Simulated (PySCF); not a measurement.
Match the calculated data to a structure.

| technique | computed result |
| --- | --- |
| 1H NMR | chemical shifts (computed TMS as zero) by class: 4.01 (1 H), 3.96 (1 H), 3.89 (1 H), 3.84 (1 H), 3.83 (1 H), 3.79 (1 H), 3.70 (1 H) ppm [GIAO PBE0/pcSseg-1] |
| 13C NMR | chemical shifts (computed TMS as zero) by class: 132.1 (1 C), 78.2 (1 C), 70.7 (1 C), 70.0 (1 C), 69.4 (1 C) ppm [GIAO PBE0/pcSseg-1] |
| NMR, other nuclei | isotropic shieldings of nuclei other than C and H, by class: 289 (1 O), 304 (1 O), 265 (3 F) ppm [GIAO PBE0/pcSseg-1] |
| Rotational structure | rotational constants A, B, C: 2.633, 0.927, 0.804 GHz [GFN2-xTB] |
| Dipole | 2.55 D [PBE0/pcSseg-1] |

The electronic properties come from PySCF, for the isolated species, density fitting. Levels stand in brackets. One conformer (not necessarily the lowest) at the GFN2-xTB geometry, without solvent, vibrations or thermal averaging. Each NMR value is the plain mean over a class of atoms that symmetry, rotation or inversion makes alike.

Question: Which candidate is it?
A. `FC(F)(F)[C@H]1COCCO1`
B. `FCO/C(F)=C\C(F)(F)F`
C. `FC(F)(F)C(F)(F)[C@@H]1CO1`
D. `COC(=O)CCC(F)(F)F`

Answer: A. It is `FC(F)(F)[C@H]1COCCO1`. Numbering: `[F:1][C:2]([F:3])([F:4])[C@H:5]1[CH2:6][O:7][CH2:8][CH2:9][O:10]1`. Its formula, C5H7F3O2, gives 1 degree of unsaturation: 1 ring and 0 π bonds in the structure found. 5 carbons fall into 5 classes; from least to most shielded: CF3 carbon [C2] (132.1 ppm), ring sp3 carbon bound to oxygen [C5] (78.2 ppm), ring sp3 carbon bound to oxygen [C9] (70.7 ppm), ring sp3 carbon bound to oxygen [C8] (70.0 ppm), ring sp3 carbon bound to oxygen [C6] (69.4 ppm). Hydrogen classes from least to most shielded: 1 H on an sp3 carbon bound to oxygen, C6 (4.01 ppm), 1 H on an sp3 carbon bound to oxygen, C5 (3.96 ppm), 1 H on an sp3 carbon bound to oxygen, C9 (3.89 ppm), 1 H on an sp3 carbon bound to oxygen, C9 (3.84 ppm), 1 H on an sp3 carbon bound to oxygen, C6 (3.83 ppm), 1 H on an sp3 carbon bound to oxygen, C8 (3.79 ppm), 1 H on an sp3 carbon bound to oxygen, C8 (3.70 ppm). The other shieldings belong to: 289 ppm, cyclic ether oxygen [O10]; 304 ppm, cyclic ether oxygen [O7]; 265 ppm, fluorine of a CF3 group [F1/F3/F4]. The optimised geometry has point group C1 and is an asymmetric top.

The others, at the same levels:
- `COC(=O)CCC(F)(F)F` fails: its computed 13C shifts are 178.7 (1 C), 135.9 (1 C), 53.8 (1 C), 34.1 (1 C), 31.3 (1 C) ppm, 1H shifts are 3.95 (3 H), 2.68 (2 H), 2.36 (2 H) ppm and rotational constant A is 3.548 GHz (against 2.633 GHz).
- `FC(F)(F)C(F)(F)[C@@H]1CO1` fails: it has 3 hydrogens where the 1H data count 7; its computed 13C shifts are 128.6 (1 C), 119.7 (1 C), 49.3 (1 C), 41.5 (1 C) ppm, 1H shifts are 3.20 (1 H), 3.05 (1 H), 2.81 (1 H) ppm and rotational constant A is 2.040 GHz (against 2.633 GHz).
- `FCO/C(F)=C\C(F)(F)F` fails: it has 3 hydrogens where the 1H data count 7; its computed 13C shifts are 171.1 (1 C), 132.2 (1 C), 100.2 (1 C), 84.0 (1 C) ppm, 1H shifts are 6.12 (2 H), 4.93 (1 H) ppm and smallest rotational constant is 0.665 GHz (against 0.804 GHz).

Each candidate is one conformer, not necessarily the lowest. Dipoles, sizes and rotational constants follow the conformer. The torsions of the flexible species, by atom-mapped SMILES:
- `[CH3:1][O:2][C:3](=[O:4])[CH2:5][CH2:6][C:7]([F:8])([F:9])[F:10]`: C1–O2–C3–O4 0°, O2–C3–C5–C6 -177°, C3–C5–C6–C7 -178°, C5–C6–C7–F8 58°
- `[F:1][C:2]([F:3])([F:4])[C:5]([F:6])([F:7])[C@@H:8]1[CH2:9][O:10]1`: F1–C2–C5–F6 56°, C2–C5–C8–C9 130°
- `[F:1][CH2:2][O:3]/[C:4]([F:5])=[CH:6]\[C:7]([F:8])([F:9])[F:10]`: F1–C2–O3–C4 71°, C2–O3–C4–F5 14°, C4–C6–C7–F8 169°

The conformers of `FC(F)(F)[C@H]1COCCO1` aren't listed.
